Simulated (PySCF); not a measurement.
A PySCF script (with the pyscf-properties extension) for the NMR shieldings of SMILES CCC[B-]([NH3+])(Cl)Cl, C3H10BCl2N, on a GFN2-xTB geometry:

```python
import basis_set_exchange as bse
import numpy as np
from pyscf import gto, dft
from pyscf.prop import nmr

atoms = """
C     2.312353    0.861185    0.029877
C     1.032137    0.200798    0.527333
C     0.054863   -0.082192   -0.620129
B    -1.264990   -0.902259   -0.187199
N    -2.064625   -0.097114    1.006634
Cl   -2.536142   -1.014558   -1.514861
Cl   -0.935982   -2.533891    0.597258
H     2.987702    1.064177    0.858335
H     2.086228    1.801317   -0.469012
H     2.823432    0.213933   -0.678372
H     1.278276   -0.738071    1.025593
H     0.562340    0.858413    1.264822
H    -0.225297    0.865923   -1.086934
H     0.596099   -0.641473   -1.386011
H    -2.969790   -0.552435    1.125234
H    -2.209851    0.877911    0.749879
H    -1.533750   -0.169634    1.873709
"""
names = dict.fromkeys(["C", "B", "N", "Cl", "H"], "pcSseg-1")
basis = {el: gto.basis.parse(bse.get_basis(n, elements=[el], fmt="nwchem")) for el, n in names.items()}
mol = gto.M(atom=atoms, basis=basis, charge=0, verbose=0)
mf = dft.RKS(mol, xc="PBE0")
mf.grids.level = 2
mf.grids.alignment = dft.numint.BLKSIZE   # the property module wants whole blocks of grid points
mf.conv_tol = 1e-9
mf.kernel()

calc = nmr.RKS(mf)   # GIAO
C = mf.mo_coeff
Co = C[:, mf.mo_occ > 0]
resp = mf.gen_response(singlet=True, hermi=2)
def vind(x):   # induced exchange potential for any number of trial vectors
    d = np.einsum("pi,xij,qj->xpq", C, 2 * x.reshape(-1, C.shape[1], Co.shape[1]), Co, optimize=True)
    return np.einsum("xpq,pi,qj->xij", resp(d - d.transpose(0, 2, 1)), C, Co, optimize=True).ravel()
mo1, _ = nmr.rhf.solve_mo1(calc, with_cphf=vind)
sigma = calc.kernel(mo1)
for i, s in enumerate(sigma):   # ppm
    print("%2d %-2s %9.2f" % (i, mol.atom_pure_symbol(i), np.trace(s) / 3))
```

Question: Give the expected output.

Answer: 
```
 0 C     167.01
 1 C     163.03
 2 C     154.17
 3 B      96.93
 4 N     189.38
 5 Cl    871.32
 6 Cl    897.05
 7 H      30.40
 8 H      30.78
 9 H      30.69
10 H      30.00
11 H      31.24
12 H      31.17
13 H      30.70
14 H      28.33
15 H      28.67
16 H      28.29
```

These numbers come from an equivalent density-fitted implementation of the same equations, which agrees with the script to about 0.01 ppm for H and up to a few tenths of a ppm for heavy atoms, so last digits may differ.

Size and cost of the density-fitted run: 183 basis functions, 37 s wall time on 1 thread of an Arm Neoverse V1, shared host; peak memory 0.82 GiB.
